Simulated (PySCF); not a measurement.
Breaking a bond: CH (cation, charge +1), singlet. Each curve is given relative to its own lowest point near equilibrium.

```json
[
 {"R / Å": "0.85", "A": "197.0", "B": "210.3", "C": "210.1"},
 {"R / Å": "0.92", "A": "92.4", "B": "102.9", "C": "102.7"},
 {"R / Å": "0.96", "A": "54.4", "B": "63.1", "C": "62.9"},
 {"R / Å": "1.02", "A": "18.8", "B": "24.8", "C": "24.7"},
 {"R / Å": "1.07", "A": "4.2", "B": "7.8", "C": "7.7"},
 {"R / Å": "1.10", "A": "0.5", "B": "2.5", "C": "2.5"},
 {"R / Å": "1.14", "A": "0.0", "B": "0.0", "C": "0.0"},
 {"R / Å": "1.17", "A": "2.5", "B": "0.9", "C": "0.9"},
 {"R / Å": "1.20", "A": "6.9", "B": "3.7", "C": "3.7"},
 {"R / Å": "1.26", "A": "20.2", "B": "13.6", "C": "13.7"},
 {"R / Å": "1.33", "A": "41.0", "B": "30.3", "C": "30.4"},
 {"R / Å": "1.41", "A": "68.6", "B": "52.9", "C": "53.2"},
 {"R / Å": "1.54", "A": "116.9", "B": "92.6", "C": "93.1"},
 {"R / Å": "1.69", "A": "188.9", "B": "136.8", "C": "137.7"},
 {"R / Å": "1.90", "A": "252.8", "B": "190.7", "C": "192.3"},
 {"R / Å": "2.04", "A": "271.9", "B": "220.4", "C": "222.7"},
 {"R / Å": "2.29", "A": "285.0", "B": "260.9", "C": "265.3"},
 {"R / Å": "2.52", "A": "292.5", "B": "284.5", "C": "292.1"},
 {"R / Å": "2.78", "A": "298.3", "B": "297.1", "C": "310.8"},
 {"R / Å": "3.11", "A": "302.7", "B": "296.1", "C": "322.6"},
 {"R / Å": "3.45", "A": "305.0", "B": "281.1", "C": "327.2"},
 {"R / Å": "3.99", "A": "306.4", "B": "244.9", "C": "328.7"},
 {"R / Å": "4.54", "A": "306.7", "B": "—", "C": "—"}
]
```

Energies in kJ/mol.

Assign the columns to these levels of theory: CCSD on RHF/6-31G, 1 core orbital frozen (PySCF); CCSD(T) on RHF/6-31G, 1 core orbital frozen in PySCF; PySCF with MP2 on UHF/6-31G, 1 core orbital frozen.

A is UMP2; B is RCCSD(T); C is RCCSD.

Dashes: no converged value, or the column stops at the first point that the program doubted or that broke a chosen test of continuity, which isn't proof of a fault.

The T1 diagnostic of CCSD on the restricted reference of RCCSD, RCCSD(T) exceeds 0.045 at 2.04 to 4.54 Å. The unrestricted determinant behind UMP2 is spin-contaminated at 0.85 to 4.54 Å (<S²> up to 1.0, against 0.00 for a pure singlet).
